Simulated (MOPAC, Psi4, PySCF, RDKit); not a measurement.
Relaxed torsion scan: SMILES CO[SiH2]C#N (C2H5NOSi). Scanned: dihedral C1–O2–Si3–C4; all other coordinates were relaxed at B3LYP-D3(BJ)/def2-SVP. Points at φ and −φ are mirror images.

Atom numbering (GFN2-xTB optimised geometry, Å):
```
10

C     -1.5982     0.1907    -0.1642
O     -0.5866    -0.7443     0.0656
Si     0.9467    -0.5803     0.5429
C      1.9006     0.5122    -0.6489
N      2.4632     1.1891    -1.3823
H     -1.2892     0.9215    -0.9152
H     -1.8551     0.7191     0.7568
H     -2.4748    -0.3478    -0.5258
H      1.0906     0.0933     1.8362
H      1.4027    -1.9535     0.4349
```

- MMFF94 // B3LYP-D3(BJ)/def2-SVP (RDKit)
- PBE/def2-TZVP // B3LYP-D3(BJ)/def2-SVP (Psi4)
- RKS-B3LYP/6-31G* = restricted B3LYP/6-31G*, spherical d // B3LYP-D3(BJ)/def2-SVP (PySCF 2.14.0)
- M06-2X/def2-TZVP // B3LYP-D3(BJ)/def2-SVP (Psi4)
- PM3, restricted, heats of formation // B3LYP-D3(BJ)/def2-SVP (MOPAC)
- MP2/cc-pVTZ = DF-MP2 (frozen core)/cc-pVTZ // B3LYP-D3(BJ)/def2-SVP (Psi4)

Energies in kcal/mol, each method relative to its own lowest point.

```csv
φ / °,MMFF94,PBE/def2-TZVP,RKS-B3LYP/6-31G*,M06-2X/def2-TZVP,PM3,MP2/cc-pVTZ
-150,2.6,1.7,1.8,1.9,2.4,2.0
-120,3.6,1.6,1.7,1.8,2.4,1.9
-90,1.0,0.6,0.6,0.8,0.4,0.8
-60,0.0,0.0,0.0,0.0,0.0,0.0
-30,2.4,0.7,0.7,0.5,2.3,0.6
0,4.9,1.4,1.4,1.0,4.3,1.4
30,2.4,0.7,0.7,0.5,2.3,0.6
60,0.0,0.0,0.0,0.0,0.0,0.0
90,1.0,0.6,0.6,0.8,0.4,0.8
120,3.6,1.6,1.7,1.8,2.4,1.9
150,2.6,1.7,1.8,1.9,2.4,2.0
180,1.9,1.5,1.6,1.8,2.2,1.7
```

Root-mean-square difference from the MP2/cc-pVTZ profile, itself a level with limits, after the best constant shift (kcal/mol): MMFF94 1.0, PBE/def2-TZVP 0.1, RKS-B3LYP/6-31G* 0.1, M06-2X/def2-TZVP 0.1, PM3 0.9.

MMFF94 has few fitted parameters for silicon.
